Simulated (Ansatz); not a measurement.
# CH4AlClSi+: where a starting geometry ends

The starting geometry of this gas-phase doublet was optimised with GFN2-xTB.

| atom | x (Å) | y (Å) | z (Å) |
| --- | --- | --- | --- |
| C | -2.1447 | 0.0546 | 0.3241 |
| Al | -0.3755 | -1.0833 | 0.7509 |
| Cl | 1.2499 | -2.2096 | 1.1488 |
| Si | -2.4133 | 1.8675 | 0.0173 |
| H | -2.6151 | 2.7855 | 1.1258 |
| H | -2.2546 | 2.4230 | -1.3149 |
| H | -2.7516 | -0.2683 | 1.1861 |
| H | -2.4997 | -0.5251 | -0.5442 |

Question: Where would you expect an optimisation with PBE0-D3(BJ)/def2-SVP to take it?

Answer: A new bond forms, giving a structure with Cl3 bridging Al2 and Si4, given below by its coordinates. Distances that change by over a tenth: Al2–Cl3 (2.02 → 2.35 Å). Contacts that close: Cl3–Si4 (5.60 → 2.25 Å).

The energy falls by 1.29 eV over 25 steps:

```tsv
step	E − E(last) (eV)
1	1.294
4	0.930
6	0.855
9	0.823
12	0.821
14	0.768
17	0.611
20	0.099
22	0.001
25	0.000
```

Final geometry (Å):

```xyz
8

C    -2.5009   -0.2900    0.3232
Al   -1.0074   -1.5307    0.7212
Cl    0.4560    0.3114    0.6635
Si   -1.5198    1.2896    0.2325
H    -1.6639    2.2380    1.3579
H    -1.3061    1.8739   -1.1090
H    -3.2572   -0.2953    1.1276
H    -3.0053   -0.5526   -0.6232
```

Frequencies at the end are all real (lowest 80 cm⁻¹). Open shells are spin-unrestricted. Run with Ansatz 0.2.0, 92 s on 2 threads of Arm Neoverse V2 (shared host).
